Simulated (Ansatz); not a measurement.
Total energies of `C[O][Hf]1234([F])([N](C)C)[C@H]5[C@@H]1[C@@H]2[C@@H]3[C@H]54`.

```xyz
26

C    -1.5829   -0.1329    2.9206
O    -0.8795   -0.5267    1.7966
Hf    0.3252   -0.6314    0.2940
F     0.8602   -2.4968    0.2523
N    -0.8547   -0.3967   -1.3542
C    -1.9379   -1.3575   -1.2969
C    -0.9415    0.4179   -2.5315
C     2.7706   -0.0729    0.0188
C     2.0933    0.7162   -0.9310
C     1.2960    1.6545   -0.2326
C     1.4814    1.4421    1.1469
C     2.3846    0.3658    1.3049
H    -2.5743    0.2483    2.6477
H    -1.7204   -0.9778    3.6051
H    -1.0535    0.6602    3.4650
H    -1.9233   -2.0390   -2.1596
H    -1.8735   -1.9863   -0.3990
H    -2.9214   -0.8654   -1.2696
H    -0.8987   -0.1890   -3.4489
H    -1.8867    0.9820   -2.5670
H    -0.1246    1.1388   -2.5743
H     3.4330   -0.8985   -0.1956
H     2.1637    0.6142   -2.0038
H     0.6495    2.3965   -0.6774
H     0.9986    1.9869    1.9449
H     2.7169   -0.0525    2.2445
```

Total charge 0; spin multiplicity 1. Correlated methods include outer-core shells of Hf, which these sets cover unevenly. Hf takes the def2 core potential. The structure was optimised at the PBE0-D4/def2-TZVP level. It is one conformer, not always the lowest. Basis def2-TZVPP, the Gaussian-basis code of Ansatz.

RPA on PBE orbitals: Hartree–Fock energy of these orbitals -587.58813 Eh, correlation -3.72947 Eh (frozen core).

| functional | energy without D4 (Eh) | D4 term (kJ/mol) |
| --- | --- | --- |
| PBE | -590.88919 | -67.3 |
| r2SCAN0 | -591.16073 | -22.7 |

Task: Give the same for LDA (SPW92), revPBE, BLYP, r2SCAN, B97M-V, PBE0, B3LYP, r2SCANh, HSE06 (plane-wave form), BHLYP, CAM-B3LYP, LC-ωPBE, ωB97X-V, ωB97M-V, B2PLYP, PBE-QIDH. (Best estimate.)

Result: The calculation gave: 
```csv
functional,energy without D4 (Eh),D4 term (kJ/mol)
LDA (SPW92),-586.89976,–
revPBE,-591.40472,-191.3
BLYP,-591.30363,-140.9
r2SCAN,-591.26859,-19.6
B97M-V,-591.49917,–
PBE0,-590.90199,-58.3
B3LYP,-591.55721,-105.6
r2SCANh,-591.22419,-20.8
HSE06 (plane-wave form),-590.87162,-54.7
BHLYP,-591.12014,-82.3
CAM-B3LYP,-591.23921,-59.7
LC-ωPBE,-591.21510,–
ωB97X-V,-591.35598,–
ωB97M-V,-591.24726,–
B2PLYP,-591.00404,–
PBE-QIDH,-590.75910,–
```

B3LYP takes the VWN-RPA correlation (the form of Gaussian; ORCA's B3LYP/G). HSE06 is the plane-wave form, built on full-range PBE exchange. The double hybrids freeze the cores in their second-order part.

LC-ωPBE has ω = 0.4 bohr⁻¹.
